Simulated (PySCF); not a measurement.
Ions at one geometry of [Hf(SH)3]+

PySCF 2.14.0, RKS PBE0, Hf def2-SVP with ECP60, S def2-SVP, H def2-SVP; non-relativistic Hamiltonian with scalar-relativistic core potentials where named; density fitting; no spin-orbit coupling; singlets restricted, open shells unrestricted. The geometry is relaxed for charge +1, singlet, vacuum:

```xyz
7

Hf    0.0000    0.0000   -0.8292
S     2.1777    0.0000    0.1069
H     1.9207    0.0000    1.4366
S    -1.0889    1.8859    0.1069
H    -0.9604    1.6634    1.4366
S    -1.0888   -1.8860    0.1069
H    -0.9603   -1.6634    1.4366
```

Energies count from the relaxed state; an electron taken off or put on is at rest in vacuum. Charges and spins are Mulliken's.

```
                     state  energy (eV)  spin squared  charge on Hf1 (e)  spin on Hf1 (e)  dipole about the centre of mass (D)
charge +1, singlet, vacuum         0.00          0.00               0.97             0.00                                 0.37
 charge 0, doublet, vacuum        -6.79          0.75               0.56             1.05                                 0.73
```

**Question.** What does the state charge +2, doublet, vacuum give?

**Answer.** energy (eV) 13.77, spin squared 0.79, charge on Hf1 (e) 1.10, spin on Hf1 (e) -0.31, dipole about the centre of mass (D) 2.44.

With an electron taken off (doublet) the charges change, summed by element, by Hf +0.13 e, S +0.72 e, H +0.15 e. The vertical ionisation energy is 13.77 eV, against −ε(HOMO) = 11.91 eV of the relaxed state. The level lies 1.9 eV too high, as is usual for semilocal functionals and global hybrids, which keep a self-interaction error.

With an electron put on (doublet) the charges change, summed by element, by Hf -0.42 e, S -0.43 e, H -0.15 e. The vertical electron affinity is 6.79 eV, against −ε(LUMO) = 8.25 eV of the relaxed state.

Open shells may have lower solutions than those found.

No frequency check is given that shows the relaxed geometry to be a minimum.
